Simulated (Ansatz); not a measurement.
`[F][Ge][O][SiH3]` + `B[Se][SiH2]C` → `B[Se][SiH2][SiH3]` + `C[O][Ge][F]`  (redistribution)

Computed with Ansatz on PBE0-D4/def2-TZVP structures; ΔE is electronic, products minus reactants. CCSD(T)/CBS adds triple-zeta CCSD(T) − MP2 to the extrapolated MP2 energy (def2 sets, frozen cores). DFT in def2-TZVPP. B3LYP here is the variant with VWN-RPA as its local correlation; programs differ in this. For Ge, Se outer-core shells are correlated without core-valence functions, which leaves a few kJ/mol of doubt a bond. Scalar relativity is left out up to krypton. Each species was taken in one conformer, which may not be the lowest.

`[F][Ge][O][SiH3]`:

```xyz
7

F     0.217    2.415   -0.130
Ge   -0.111    1.786    1.485
O    -0.177    0.071    1.060
Si   -0.016   -0.850   -0.304
H    -0.195   -2.269    0.090
H    -1.050   -0.483   -1.304
H     1.333   -0.670   -0.897
```

`B[Se][SiH2]C`:

Z-matrix (Å, degrees):
```
Si
Se 1 2.302
C 1 1.863 2 110.9
H 1 1.486 2 105.8 3 120.7
H 1 1.485 2 108.2 3 -122.3
B 2 1.907 1 97.4 3 67.8
H 3 1.092 1 110.7 2 59.5
H 3 1.092 1 110.5 2 -60.5
H 3 1.093 1 110.3 2 179.7
H 6 1.193 2 121.0 1 0.9
H 6 1.192 2 117.0 1 -179.2
```

`B[Se][SiH2][SiH3]`:

Cartesian coordinates in Å:
```
B -2.134 0.003 -1.040
Se -1.750 -1.142 0.437
Si 0.546 -1.150 0.248
Si 1.357 0.990 0.719
H -1.259 0.451 -1.714
H -3.283 0.236 -1.247
H 1.042 -2.142 1.238
H 0.918 -1.606 -1.116
H 0.739 1.966 -0.216
H 0.986 1.348 2.114
H 2.837 1.045 0.577
```

`C[O][Ge][F]`:

Z-matrix (Å, degrees):
```
C
O 1 1.413
H 1 1.092 2 112.1
H 1 1.093 2 109.1 3 120.9
H 1 1.093 2 109.0 3 -120.9
Ge 2 1.764 1 128.6 3 -0.7
F 6 1.768 2 99.1 1 -0.0
```

| level | ΔE (kJ/mol) | difference from CCSD(T)/CBS |
| --- | --- | --- |
| PBE-D4 | 162.6 | -31.1 |
| r2SCAN-D4 | 184.6 | -9.1 |
| PBE0-D4 | 173.9 | -19.8 |
| B3LYP-D4 | 184.4 | -9.3 |
| ωB97X-V | 185.6 | -8.1 |
| ωB97M-V | 195.7 | 2.0 |
| r2SCAN | 184.7 | -9.0 |
| PBE0 | 174.4 | -19.3 |
| CCSD/def2-TZVPP | 194.9 | 1.2 |
| CCSD(T)/def2-TZVPP | 191.4 | -2.3 |
| HF/def2-QZVPP | 210.6 | 16.9 |
| MP2/def2-QZVPP | 207.2 | 13.5 |
| SCS-MP2/def2-QZVPP | 205.1 | 11.4 |
| HF/CBS(def2) | 210.8 | 17.1 |
| MP2/CBS(def2) | 207.5 | 13.8 |
| CCSD/CBS(def2) | 197.1 | 3.4 |
| CCSD(T)/CBS | 193.7 | 0 |

Largest T1 diagnostic among the species: 0.015.

In def2-TZVPP, CCSD(T) changes the Hartree–Fock value by −17.1 kJ/mol (the triples alone add −3.5 kJ/mol) and MP2 by −3.3 kJ/mol. From PBE to PBE0 (25 % exact exchange), in def2-TZVPP and without D4, ΔE moves by +11.4 kJ/mol.
